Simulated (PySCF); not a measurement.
# Distorted geometries of [Gd(N2)2]3+

[Gd(N2)2]3+ (singlet in the valence; each metal's 4f electrons, 7 of them, lie in its core potential, out of spins and levels). PySCF 2.14.0, RKS B3LYP, Gd lcecp-1-SVP with ECP53, N def2-SVP; non-relativistic Hamiltonian with scalar-relativistic core potentials where named; density fitting; no spin-orbit coupling. Relaxed geometry:

```xyz
5

Gd    0.0000    0.0000    0.0000
N     0.0000    0.0000    2.4839
N     0.0000    0.0000    3.5918
N     0.0000    0.0000   -2.4839
N     0.0000    0.0000   -3.5918
```

Q: Order these distorted geometries by energy above the relaxed one, lowest first.
A.
```xyz
5

Gd   -0.0302   -0.0377    0.0287
N     0.0688    0.0432    2.4614
N    -0.0150   -0.0056    3.6113
N     0.0065   -0.0056   -2.4662
N    -0.0300    0.0057   -3.6352
```
B.
```xyz
5

Gd    0.0378    0.0639   -0.0335
N     0.0713   -0.0246    2.3700
N    -0.0467   -0.0096    3.6394
N    -0.0109   -0.0460   -2.4472
N    -0.0516    0.0164   -3.5287
```
C.
```xyz
5

Gd    0.0096   -0.0332    0.0202
N     0.0198    0.0218    2.4814
N     0.0636    0.0119    3.5922
N    -0.0020    0.0261   -2.4397
N    -0.0910   -0.0266   -3.6540
```

A: A (0.41 eV), C (0.72 eV), B (1.51 eV).

Q: Which forces (eV/Å) act in the one that lies 0.72 eV up?

A: 
```
Gd    0.01   0.02  -0.18
N     0.08  -0.04   0.73
N    -0.06   0.04  -0.56
N    -0.91  -0.56 -11.19
N     0.88   0.54  11.19
```
Forces carry noise of the integration grid, about 0.01 to 0.03 eV/Å.

A frequency check found unstable modes (2, the lowest at -39 cm⁻¹), so the relaxed geometry is a saddle point, or these are noise. An lcecp potential fixes the number of 4f electrons, so in runs with it no electron can move into or out of that shell.
